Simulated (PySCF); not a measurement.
# Simulated absorption spectrum

Species: C6H12N2.
Z-matrix (Å and degrees, PBE0-D3(BJ)/def2-SVP geometry), rows numbered from 1:
```
N 
C   1  1.4317
C   2  1.4944  1  118.67
C   3  1.5153  2  118.34  1   151.56
C   4  1.5327  3  104.44  2    46.85
C   5  1.5385  4  106.26  3    29.17
N   6  1.4538  5  111.24  4  -150.35
C   2  1.5095  1  122.30  3   -71.39
H   1  1.0186  2  110.04  3   147.71
H   1  1.0178  2  110.60  3    30.43
H   2  1.0958  1  112.54  3   142.62
H   3  1.0950  2  117.30  8   111.59
H   4  1.1020  3  113.21  2   -75.60
H   4  1.1027  3  109.14  2   165.29
H   5  1.1014  4  110.86  3   -87.39
H   5  1.1008  4  112.81  3   152.84
H   6  1.1125  5  108.25  4    84.96
H   7  1.0185  6  109.95  5   178.98
H   7  1.0191  6  109.93  5   -64.99
H   8  1.0954  2  117.60  3  -111.09
```

Computed with TDDFT CAM-B3LYP/def2-SVPD, vertical, gas phase, core orbitals frozen in the response in PySCF.

Broadening: Gaussians 0.5 eV wide at half height, area fixed by f = 4.319×10⁻⁹ ∫ε dν̃. The width is an assumption, not a result. The curve ends short of the highest state used, and states not computed would add to its high-energy end.

```json
{"E (eV)": "5.35", "ε (L mol⁻¹ cm⁻¹)": "2"}
{"E (eV)": "5.44", "ε (L mol⁻¹ cm⁻¹)": "8"}
{"E (eV)": "5.53", "ε (L mol⁻¹ cm⁻¹)": "27"}
{"E (eV)": "5.62", "ε (L mol⁻¹ cm⁻¹)": "78"}
{"E (eV)": "5.71", "ε (L mol⁻¹ cm⁻¹)": "185"}
{"E (eV)": "5.79", "ε (L mol⁻¹ cm⁻¹)": "343"}
{"E (eV)": "5.88", "ε (L mol⁻¹ cm⁻¹)": "581"}
{"E (eV)": "5.97", "ε (L mol⁻¹ cm⁻¹)": "824"}
{"E (eV)": "6.06", "ε (L mol⁻¹ cm⁻¹)": "977"}
{"E (eV)": "6.15", "ε (L mol⁻¹ cm⁻¹)": "975"}
{"E (eV)": "6.24", "ε (L mol⁻¹ cm⁻¹)": "829"}
{"E (eV)": "6.33", "ε (L mol⁻¹ cm⁻¹)": "624"}
{"E (eV)": "6.42", "ε (L mol⁻¹ cm⁻¹)": "464"}
{"E (eV)": "6.51", "ε (L mol⁻¹ cm⁻¹)": "420"}
{"E (eV)": "6.60", "ε (L mol⁻¹ cm⁻¹)": "524"}
{"E (eV)": "6.69", "ε (L mol⁻¹ cm⁻¹)": "791"}
{"E (eV)": "6.78", "ε (L mol⁻¹ cm⁻¹)": "1213"}
{"E (eV)": "6.87", "ε (L mol⁻¹ cm⁻¹)": "1721"}
{"E (eV)": "6.95", "ε (L mol⁻¹ cm⁻¹)": "2130"}
{"E (eV)": "7.04", "ε (L mol⁻¹ cm⁻¹)": "2406"}
{"E (eV)": "7.13", "ε (L mol⁻¹ cm⁻¹)": "2451"}
{"E (eV)": "7.22", "ε (L mol⁻¹ cm⁻¹)": "2386"}
{"E (eV)": "7.31", "ε (L mol⁻¹ cm⁻¹)": "2398"}
{"E (eV)": "7.40", "ε (L mol⁻¹ cm⁻¹)": "2567"}
```

(1) Locate the maxima and give the states behind the curve.

(2) Does any computed singlet lie in the visible range?

(3) On this curve, what absorbance would a 10⁻⁴ mol/L sample give at 222 nm over a 1 cm path?

(4) Coming from long wavelengths, where does ε first pass 100 L mol⁻¹ cm⁻¹?

Answers

(1) 203 nm (6.10 eV), ε about 1000, made up of S1 (99%); 175 nm (7.10 eV), ε about 2500, made up of S4 (70%) and S5 (18%) (hardly more than a shoulder) (ε in L mol⁻¹ cm⁻¹; maxima over ε = 5, shares over 10%). At its high-energy end, 7.40 eV, the curve is still rising (ε about 2600, from S4, S6 and S7). The states used: S1 6.10 eV (f 0.018); S2 6.34 eV (f 0.0001); S3 6.66 eV (f 0.0040); S4 7.03 eV (f 0.034); S5 7.16 eV (f 0.0088); S6 7.54 eV (f 0.028); S7 7.60 eV (f 0.017); S8 7.62 eV (f 0.0028); S9 7.90 eV (f 0.0065); S10 8.00 eV (f 0.0031).

(2) No computed singlet lies in the visible range (380 to 750 nm); the lowest, at 203 nm, stands 2.84 eV above its violet end (3.26 eV).

(3) 222 nm is 5.585 eV, where ε is about 53 L mol⁻¹ cm⁻¹, so A = ε c l ≈ 0.0053 (Beer–Lambert, with the gas-phase spectrum and the assumed width).

(4) At about 220 nm (5.64 eV), 0.45 eV below S1.

The vertical ionisation energy (ΔSCF) is 8.48 eV, 0.48 eV above S10.

One conformer stands for the species.
